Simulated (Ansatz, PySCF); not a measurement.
Spin states of H3O3Ta (SMILES [OH][Ta]([OH])[OH]), each relaxed with B3LYP-D3(BJ)/def2-TZVP.
State 1 (charge 0, multiplicity 1):
```xyz
7

Ta    -0.014    -0.011    -0.022
O     -1.517    -1.087    -0.313
H     -2.028    -1.880    -0.157
O      0.144     1.633    -0.902
H     -0.181     2.301    -1.503
O      1.329    -0.578     1.151
H      2.165    -0.454     1.597
```
State 2 (charge 0, multiplicity 3):
```tsv
atom	x (Å)	y (Å)	z (Å)
Ta	0.0330	-0.1805	-0.0183
O	-1.5824	-1.1014	-0.4218
H	-2.2971	-1.7253	-0.3217
O	0.1580	1.3495	-1.2232
H	-0.1982	2.2172	-0.9965
O	1.6000	-0.1899	1.0614
H	2.1847	-0.4452	1.7708
```

Singlets are restricted, other states unrestricted; no spin–orbit coupling, no relativity up to Kr; see below for the cores. The largest T1 diagnostic is 0.023.

Codes used: Ansatz (Gaussian basis) for Hartree–Fock, density functionals and correlated methods; PySCF for the dispersion terms. Each number belongs to the level named beside it. In def2 rows elements past Kr take small-core potentials, without spin–orbit coupling.

Q: One of these levels gives 11.21 kcal/mol for the energy of the multiplicity-3 state less that of the multiplicity-1 state. Which one is it?
A. r2SCAN/def2-TZVPP
B. BLYP-D3(BJ)/def2-TZVPP
C. PBE0/def2-TZVPP
D. PBE-D3(BJ)/def2-TZVPP

A: C, PBE0/def2-TZVPP. The others give 13.83 (PBE-D3(BJ)/def2-TZVPP), 16.74 (BLYP-D3(BJ)/def2-TZVPP), 9.14 (r2SCAN/def2-TZVPP)

Ansatz is a first-principles code.
